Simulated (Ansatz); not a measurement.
(LiBr)2 ring (Li2Br2). The state is a triplet with charge 0. Geometry r2SCAN-D4/def2-TZVP, that of the neutral singlet; atoms count from 1.

```csv
atom,x (Å),y (Å),z (Å)
Li1,1.212,0.534,0.252
Br2,0.673,-0.747,-1.653
Li3,-1.212,-0.535,-0.252
Br4,-0.674,0.748,1.652
```

At PBE0-D4/def2-TZVP a singlet of charge 0 lies 5.64 eV below the triplet at the same geometry.

(1) Estimate the Mulliken populations from the PBE0/def2-TZVP orbitals of Ansatz.

(2) Where does the spin sit?

(3) And the Mayer bond orders between bonded heavy atoms (over 0.3)?

## Answers

(1) 
```json
{"atom": "Li1", "charge (e)": "0.31", "spin (α − β)": "0.49"}
{"atom": "Br2", "charge (e)": "-0.31", "spin (α − β)": "0.51"}
{"atom": "Li3", "charge (e)": "0.31", "spin (α − β)": "0.49"}
{"atom": "Br4", "charge (e)": "-0.31", "spin (α − β)": "0.51"}
```
Mulliken values and Mayer orders depend strongly on the basis.

(2) Summed by element: Li 0.98, Br 1.02, of 2 unpaired in all. Largest on single atoms: Br2 0.51, Br4 0.51, Li3 0.49.

(3) Li1–Li3 0.48 (2.70 Å). Values over 0.3 also appear between atoms too far apart for a bond (Br2–Br4 0.47 at 3.87 Å); they arise where an orbital or an unpaired electron spreads over both atoms.
